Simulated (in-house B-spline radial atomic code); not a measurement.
Lu⁺. Computed with a B-spline radial atomic code. Model: non-relativistic spherical atom: semilocal Troullier-Martins pseudo-atom, one channel per l, against all electrons, high spin, G0W0 and RPA with empty states to l = 8, local potential for every l without a channel, a model core (radius 0 = none) keeps its share of the functional.

Without relativity these are model numbers for so heavy an element.

What the tables leave out is listed at the end.

The pseudopotential gives back the lowest level of each angular momentum of its own functional in the configuration it was made in; a second state of the same l is only approximately right. Exact exchange, RPA and GW see the smooth pseudo-orbitals and miss the exchange with the core, for which the functional's share stands in. The column with an uncorrelated core keeps all orbitals and exact exchange, and so separates missing core correlation from pseudisation. Only the three outermost levels and the lowest empty one were computed. RPA here is direct RPA, with no exchange kernel, and its energies carry an (l + 1/2)⁻⁴ tail. A hybrid on a potential with a model core restores only its own semilocal share of the core's exchange.

Command:
```bash
python run_psgw.py task.json out
```
Settings (lengths in bohr, energies in hartree):
```
Z                      71
electrons              70
configuration          [Xe] 4f14 6s2
generated_in           [Xe] 4f14 6s2
functional             pbe,pbe
core_shells            8
radius_factor          1
core_correction        False
ion_configuration      [Xe] 4f14 6s1
```

Cost of the run: 88 s on 1 thread of Arm Neoverse N1, on a shared host.

Given: made with PBE; model core radius 0 bohr; local radius 0.65 bohr; mean-field start PBE0.

Valence shells of the generating configuration: 4d, 5s, 5p, 4f, 6s.

Channel: s 1.128, p 1.242, d 0.487, f 1.574 (radii in bohr).

Computed: largest level miss in the spin-unpolarised generating configuration 0.062 eV; valence RPA correlation energy all-electron orbitals -2.7697 hartree; all-electron RPA polarisability, core included 51.06 bohr³; pseudo-atom RPA polarisability 49.956 bohr³; ionisation by mean-field all-electron 12.95 eV; ionisation by mean-field pseudo minus all 0.111 eV; ionisation by RPA all-electron 13.364 eV.

```csv
level,occupied,mean-field all-electron (eV),mean-field pseudo minus all (eV),G0W0 all-electron (eV),G0W0 uncorrelated core minus all (eV),G0W0 pseudo minus all (eV),exchange self-energy all-electron (eV),exchange self-energy pseudo (eV)
6s,1,-10.931,-0.093,-13.359,-0.013,-0.256,-8.9053,-8.9567
```

(1) What is the ionisation by RPA pseudo minus all?

(2) What is the valence RPA correlation energy pseudo?

Given: mean-field start Hartree-Fock.

Computed: valence RPA correlation energy all-electron orbitals -2.4831 hartree; all-electron RPA polarisability, core included 42.601 bohr³; pseudo-atom RPA polarisability 40.965 bohr³; ionisation by mean-field pseudo minus all 0.19 eV; ionisation by RPA all-electron 12.967 eV; ionisation by RPA pseudo minus all 0.213 eV.

```csv
level,occupied,mean-field all-electron (eV),mean-field pseudo minus all (eV),G0W0 all-electron (eV),G0W0 uncorrelated core minus all (eV),G0W0 pseudo minus all (eV),exchange self-energy all-electron (eV),exchange self-energy pseudo (eV)
6s,1,-11.939,-0.191,-13.163,-0.011,-0.187,-8.4052,-8.501
4f,1,-38.811,5.894,-34.79,0.173,4.11,-81.631,-56.663
5d (empty),0,-4.8452,0.564,-6.6177,0.003,0.631,-6.3478,-4.9472
```

(3) What is the ionisation by mean-field all-electron?

(4) What is the valence RPA correlation energy pseudo?

## Answers

(1) 0.226 eV.

(2) -3.1669 hartree.

(3) 11.793 eV.

(4) -2.8949 hartree.

Among the listed levels the largest G0W0 shift of the pseudo-atom is +4.11 eV, for 4f on the Hartree-Fock start, while leaving the core uncorrelated moves that level by +0.17 eV. So pseudisation and the lost core exchange, not the missing core correlation, make the error. Not in the tables (levels of low weight, unsolved or above zero; the highest and the empty levels are kept at any weight): the PBE start was refused, since an empty level lay at or below an occupied one; on PBE0 the G0W0 levels 4f (pseudo minus all +4.16 eV, weights -0.23 and 0.71), 5p (pseudo minus all -1.33 eV, weights 0.52 and 0.76), 5d (pseudo minus all +0.28 eV, weights 0.39 and 0.39); on Hartree-Fock the G0W0 levels 5p (pseudo minus all -1.95 eV, weights 0.81 and 0.81).
